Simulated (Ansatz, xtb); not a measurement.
H2SbSi2: where a starting geometry ends

The starting geometry of this gas-phase doublet was built from a drawn formula by distance geometry and a force field; its bonds are those of `[Si]=[SiH][SbH]`.

| atom | x (Å) | y (Å) | z (Å) |
| --- | --- | --- | --- |
| Sb | -0.6087 | -1.8250 | -1.1248 |
| Si | -1.4510 | 1.6696 | -2.4579 |
| Si | -0.3519 | 0.6216 | -1.1356 |
| H | -0.0118 | 1.2827 | 0.0848 |
| H | 0.9549 | -2.0524 | -0.2913 |

Q: Where would you expect an optimisation with r2SCAN-D4/def2-SVP to take it?

A: A new bond forms, giving a structure given below by its coordinates. Distances that change by over a tenth: Si2–Si3 (2.01 → 2.22 Å). Contacts that close: Sb1–Si2 (3.83 → 2.80 Å).

The energy falls by 1.15 eV over 12 steps:

```tsv
step	E − E(last) (eV)
1	1.155
2	0.575
3	0.481
5	0.351
6	0.232
7	0.115
8	0.037
10	0.002
11	0.000
12	0.000
```

Final geometry (Å):

```yaml
atoms:
  - { symbol: Sb, position_ang: [-0.8516, -1.5597, -1.2292] }
  - { symbol: Si, position_ang: [-1.1690, 0.7876, -2.7278] }
  - { symbol: Si, position_ang: [-0.4910, 0.8637, -0.6204] }
  - { symbol: H, position_ang: [0.2033, 1.4197, 0.5844] }
  - { symbol: H, position_ang: [0.8397, -1.8148, -0.9317] }
```

From the same start GFN2-xTB reaches the same bonding as this run.

The end wasn't checked by frequencies. Open shells are spin-unrestricted. Atoms past krypton carry core potentials, without spin–orbit terms. Run with Ansatz 0.2.0, 4.4 min on 1 thread of AMD EPYC (Zen 3) (shared host).
